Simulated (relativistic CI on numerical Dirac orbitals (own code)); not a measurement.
# Level scheme of Yb46+

These numbers are calculated, not measured: Dirac-Coulomb-Breit CI, orbitals from a KLI potential per configuration, model QED (radiative potential, 1s self-energy scaled to tabulated hydrogen-like ionisation energies), unscaled Slater integrals (own radial code, finite nucleus).

CI space (outside the closed core [Ne]): 3s2 3p6 3d6, 3s2 3p5 3d7, 3s2 3p4 3d8, 3s 3p6 3d7, 3p6 3d8, 3s 3p5 3d8, 3s2 3p6 3d5 4s, 3s2 3p6 3d5 4p, 3s2 3p4 3d7 4s, 3s2 3p6 3d5 4d, 3s2 3p4 3d7 4p, 3s2 3p5 3d6 4s, 3s2 3p6 3d5 4f, 3s2 3p4 3d7 4d, 3s 3p5 3d7 4s, 3s2 3p5 3d6 4p, 3s2 3p5 3d6 4d, 3s2 3p6 3d4 4s2, 3s 3p6 3d6 4s, 3p6 3d7 4s, 3p6 3d7 4p, 3s2 3p6 3d5 5s, 3p6 3d7 4d, 3s 3p6 3d5 4s2. Levels of other configurations are missing.

The lowest level is 3s2 3p6 3d6 3F_4, with 40 % of that term; Hund's rules for 3s2 3p6 3d6 give 5D with J = 4, of which the calculation keeps J, while another term leads.

```csv
No.,Configuration,Term,J,E (10³ cm⁻¹),%,Next component (%),Landé g,Lifetime (s)
1,3s2 3p6 3d6,3F,4,0.0,40,34 5D,1.255,
2,3s2 3p6 3d6,3P,2,56.7,41,20 3D,1.281,5.78e+01
3,3s2 3p6 3d6,3P,0,182.6,51,31 1S,,3.17e-01
4,3s2 3p6 3d6,5D,3,376.7,65,23 3F,1.355,7.03e-07
5,3s2 3p6 3d6,5D,4,393.2,44,23 3H,1.170,7.58e-07
6,3s2 3p6 3d6,5D,1,411.9,50,31 3P,1.304,6.55e-07
7,3s2 3p6 3d6,3G,5,455.3,61,39 3H,1.125,3.44e-06
8,3s2 3p6 3d6,3H,6,456.2,68,32 1I,1.103,8.00e-02
9,3s2 3p6 3d6,3F,2,503.0,48,24 1D,0.969,1.10e-06
10,3s2 3p6 3d6,3D,3,514.2,31,27 3G,1.059,1.53e-06
11,3s2 3p6 3d6,3P,0,589.8,72,23 1S,,1.65e-05
12,3s2 3p6 3d6,1G,4,616.1,41,31 3G,1.044,2.26e-05
13,3s2 3p6 3d6,3D,2,617.0,36,22 3F,1.111,4.41e-06
14,3s2 3p6 3d6,3P,1,621.2,60,33 3D,1.158,1.43e-06
15,3s2 3p6 3d6,3F,3,639.8,55,39 1F,1.058,2.32e-06
16,3s2 3p6 3d6,5D,2,799.0,61,28 3P,1.439,3.12e-07
17,3s2 3p6 3d6,5D,0,822.4,62,37 1S,,2.80e-07
18,3s2 3p6 3d6,3H,4,849.2,42,37 3F,1.092,3.76e-07
19,3s2 3p6 3d6,5D,3,876.0,28,25 3D,1.202,4.09e-07
20,3s2 3p6 3d6,3H,5,882.3,61,39 3G,1.089,6.80e-07
21,3s2 3p6 3d6,1I,6,910.4,68,32 3H,1.044,1.11e-06
22,3s2 3p6 3d6,3G,3,930.8,43,41 3F,0.958,6.06e-07
23,3s2 3p6 3d6,3D,1,954.3,48,46 3P,1.009,4.96e-07
24,3s2 3p6 3d6,1G,4,970.1,52,28 3G,1.047,7.66e-07
25,3s2 3p6 3d6,3F,2,977.1,34,33 3P,1.048,6.46e-07
26,3s2 3p6 3d6,3F,2,1061.8,69,16 3P,0.859,4.27e-07
27,3s2 3p6 3d6,3F,4,1097.5,62,31 1G,1.150,6.56e-07
28,3s2 3p6 3d6,1D,2,1237.5,81,8 3P,1.019,6.68e-07
29,3s2 3p6 3d6,3P,1,1267.8,62,38 5D,1.491,1.78e-07
30,3s2 3p6 3d6,1S,0,1362.9,79,18 3P,,4.61e-07
31,3s2 3p6 3d6,1G,4,1368.8,40,22 3F,1.023,2.60e-07
32,3s2 3p6 3d6,3P,2,1413.8,35,25 1D,1.194,2.74e-07
33,3s2 3p6 3d6,3F,3,1430.5,39,26 1F,1.059,2.94e-07
34,3s2 3p6 3d6,3P,0,1790.9,58,29 1S,,1.37e-07
35,3s2 3p5 3d7,5G°,6,2789.9,69,28 3H°,1.268,4.90e-11
36,3s2 3p5 3d7,3P°,0,2873.5,58,36 1S°,,4.11e-11
37,3s2 3p5 3d7,3G°,5,2878.3,45,38 5F°,1.233,3.71e-12
38,3s2 3p5 3d7,3D°,3,2881.1,57,16 3F°,1.256,9.02e-12
39,3s2 3p5 3d7,3F°,4,2976.6,54,26 5D°,1.275,3.95e-11
40,3s2 3p5 3d7,3P°,2,2979.2,34,30 1D°,1.253,1.53e-11
41,3s2 3p5 3d7,3P°,2,3083.7,35,25 3D°,1.227,1.24e-12
42,3s2 3p5 3d7,3D°,3,3129.3,46,14 1F°,1.204,2.15e-12
43,3s2 3p5 3d7,3F°,4,3131.8,36,26 5D°,1.243,7.76e-13
44,3s2 3p5 3d7,3D°,3,3218.0,36,28 5P°,1.353,5.69e-13
45,3s2 3p5 3d7,5G°,5,3223.4,67,13 5F°,1.244,1.21e-11
```

Energies count from the lowest computed level; ° marks odd parity; lifetimes are radiative, by E1, M1, E2, M2 decay to levels of this space only.

The mean weight of the leading LS term, summed over parents, in these 45 levels is 52 %, and that of the leading jj configuration (from the same eigenvectors) 95 %, so jj coupling describes them better and the LS labels are nominal.

At this charge energies of transitions that change n are usually good to better than 1 %, and those within a shell (Δn = 0) to a few per cent.

LS names give the leading component of a level, which can be under half, so a name can repeat, a term be missing and a line seem to break the LS rules.
